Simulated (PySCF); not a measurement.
## Excitation energy of Cr by level of theory

Cr [Ar] 3d5 4s1 (7S) → Cr [Ar] 3d4 4s1 5s1 (7D), as a difference of total energies. Calculation: PySCF 2.14, in aug-cc-pwCVTZ-DK with one added diffuse shell each of s, p, d, f, g type (11s10p8d5f4g, 152 functions); scalar relativity by spin-free X2C-1e. Correlated levels: valence: [Ar] frozen; valence and next inner shell: [Ne] frozen; nothing frozen. The calculations carry no spin-orbit coupling.

```
                                method  excitation energy (eV)
                                   UHF                   4.431
                                   LDA                   6.712
                                   PBE                   6.356
                                  PBE0                   5.994
                                r2SCAN                   6.285
                         MP2 (valence)                   5.500
                     SCS-MP2 (valence)                   4.787
    MP2 (valence and next inner shell)                   6.087
SCS-MP2 (valence and next inner shell)                   5.345
                   MP2 (all electrons)                   6.100
               SCS-MP2 (all electrons)                   5.353
```

**Question.** How much does correlation contribute at MP2 (all electrons)?

**Answer.** 6.100 − (4.431) = 1.669 eV, measured against UHF.

A first-order spin-orbit estimate (lowest level to lowest level, LS coupling) adds -0.046 eV.

The promoted electron is Rydberg-like, and one or two diffuse shells describe it only roughly, which tends to raise the upper state.
